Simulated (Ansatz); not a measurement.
Consider the formal exchange of groups at the Sn–C bond: `F[CH]([SiH3])[SnH3]` + `C#N` → `N#[C][SnH3]` + `FC[SiH3]`.

Isolated molecules relaxed with PBE0-D4/def2-TZVP in Ansatz; ΔE leaves out vibrations. CBS: MP2 limit from def2 TZ/QZ plus the TZ coupled-cluster correction, frozen cores. This one scheme is used for every species. Functionals use def2-TZVPP. HSE06 is defined as in plane-wave codes. def2 core potentials past Kr. For Sn outer-core shells are correlated without core-valence functions, which leaves a few kJ/mol of doubt a bond.

| level | ΔE (eV) |
| --- | --- |
| HSE06-D4 | -0.56 |
| revPBE | -0.58 |
| HF/def2-TZVPP | -0.83 |
| SCS-MP2/def2-QZVPP | -0.62 |

Question: What does CCSD(T)/CBS give? (An estimate is asked.)

Answer: Computed: -0.55 eV. The listed levels differ from it by -0.01, -0.03, -0.28, -0.07 eV.

Question: What do rigid-rotor, harmonic-oscillator terms from PBE0-D4/def2-TZVP frequencies (298.15 K, 1 bar) make of the CCSD(T)/CBS value? (An estimate is asked.)

Answer: The calculation gave: ΔZPE = +0.06 eV, ΔH = -0.51 eV, ΔS = 4 J/(mol·K), ΔG = -0.53 eV.

Largest T1 diagnostic among the species: 0.014.

From PBE to PBE0 (25 % exact exchange), in def2-TZVPP and without D4, ΔE moves by −0.06 eV. In def2-TZVPP, CCSD(T) changes the Hartree–Fock value by +0.23 eV (the triples alone add +0.03 eV) and MP2 by +0.23 eV.
